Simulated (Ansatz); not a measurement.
Input file for F2H5NSi2, SMILES `N[Si](F)(F)[SiH3]`:

```yaml
crystal:
  periodic: [false, false, false]
  atoms:
    - {symbol: N, position_ang: [-0.928750, 0.844003, -1.266831]}
    - {symbol: Si, position_ang: [-0.182697, -0.525336, -0.614889]}
    - {symbol: F, position_ang: [0.834091, -1.042829, -1.726667]}
    - {symbol: F, position_ang: [-1.177992, -1.752724, -0.379849]}
    - {symbol: Si, position_ang: [0.879972, -0.067772, 1.411877]}
    - {symbol: H, position_ang: [-1.537482, 1.429868, -0.720756]}
    - {symbol: H, position_ang: [-1.097836, 0.934533, -2.255919]}
    - {symbol: H, position_ang: [-0.080965, 0.637977, 2.303225]}
    - {symbol: H, position_ang: [1.321602, -1.322546, 2.072648]}
    - {symbol: H, position_ang: [2.053258, 0.813626, 1.180262]}
basis:
  gaussian: {orbitals: def2-SVP}
correlation: {method: ccsd_t}
```

```sh
$ ansatz run in.yaml --threads 4 --pin off --events-out ev --progress --plain --max-ram 10444MiB
```

Output of Ansatz, abridged:

```
Functional definition: HF
986 factors; integrals over basis functions are off by at most 1.2e-3 eV
mean field evaluation 1: about -22687.2053 eV, gradient 4.1e1 eV
mean field evaluation 2: about -22687.2067 eV, gradient 4.1e1 eV
mean field evaluation 4: about -22690.7852 eV, gradient 2.8e0 eV
mean field evaluation 8: about -22690.8196 eV, gradient 2.1e-1 eV
mean field evaluation 16: about -22690.8159 eV, gradient 5.9e-1 eV
mean field -22690.81972433 eV, -833.8722444789 hartree, gradient 2.1e-6 eV, S^2 0.000000; 0 other end points of the search recorded, 0 dependent functions left out
13 core orbitals not correlated: weight in the atoms' cores, before any rotation towards them, 1.000 or more for the frozen orbitals, at most 0.000 for the correlated occupied ones
reference -22690.81972433 eV, -833.8722444789 hartree; 16, 16 occupied and 74, 74 virtual orbitals, 986 factors
second order -19.88615866 eV of doubles, -0.00000000 eV of singles
cycle   1  -20.47089837 eV  change   -5.8e-1 eV  update   1.0e-1
cycle   2  -20.94843917 eV  change   -4.8e-1 eV  update   3.0e-2
cycle   3  -21.07076953 eV  change   -1.2e-1 eV  update   1.5e-2
cycle   4  -21.06530058 eV  change    5.5e-3 eV  update   3.3e-3
cycle   5  -21.06327559 eV  change    2.0e-3 eV  update   1.3e-3
cycle   6  -21.06341022 eV  change   -1.3e-4 eV  update   3.7e-4
cycle   7  -21.06323176 eV  change    1.8e-4 eV  update   1.1e-4
cycle   8  -21.06316228 eV  change    6.9e-5 eV  update   3.5e-5
cycle   9  -21.06316947 eV  change   -7.2e-6 eV  update   1.3e-5
perturbative correction -0.40730069 eV, -0.0149680241 hartree
Total energy: -22712.29019448 eV, -834.6612697039 hartree
```

It took 4.1 s on 4 threads of an Arm Neoverse V1 on a shared host, with 0.43 GiB of host memory at the peak.

Correlation energy per correlated electron: -0.671 eV. T1 diagnostic: 0.0119.
